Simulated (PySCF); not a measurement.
FH₆NOSi₂, SMILES [SiH2](F)[Si@H](O)N.

Coordinates come from a PBE-D3(BJ)/def2-SVP optimisation. The structure was generated by enumeration; whether it is a known compound was not checked. One conformer was computed; it need not be the lowest.

Calculation: PBE-D3(BJ)/def2-SVP in PySCF.

Frequencies are harmonic and unscaled.

```tsv
mode	ν (cm⁻¹)	IR (km/mol)	moving atoms (share of kinetic energy)
1	35	0.7	F 39 %, H 19 %, O 15 %, Si 13 %, N 13 %
2	111	2.9	O 31 %, F 24 %, H 18 %, N 16 %, Si 11 %
3	142	5.3	H 29 %, F 27 %, N 18 %, Si 14 %, O 13 %
4	244	42.5	O 34 %, H 26 %, Si 20 %, N 15 %
5	277	42.0	H 39 %, Si 33 %, F 12 %, O 12 %
6	295	8.5	H 59 %, Si 20 %, O 8 %
7	394	35.0	H 91 %
8	403	67.5	Si 47 %, H 46 %
9	430	99.7	H 52 %, N 26 %, Si 18 %
10	471	28.6	H 64 %, Si 34 %
11	656	29.6	H 90 %
12	695	17.5	H 91 %
13	768	121.7	O 33 %, Si 30 %, N 20 %, H 10 %
14	781	66.8	H 50 %, F 27 %, Si 14 %
15	795	71.3	H 71 %, F 16 %
16	850	150.2	H 58 %, Si 23 %, N 12 %
17	877	161.2	Si 35 %, H 25 %, O 20 %, N 17 %
18	903	198.8	H 91 %
19	905	57.3	H 80 %, Si 14 %
20	950	59.9	H 76 %, Si 15 %
21	1496	37.0	H 90 %, N 10 %
22	2146	104.5	H 98 %
23	2161	102.3	H 96 %
24	2190	125.4	H 97 %
25	3480	21.2	H 96 %
26	3576	24.0	H 91 %, N 9 %
27	3690	77.7	H 94 %
```
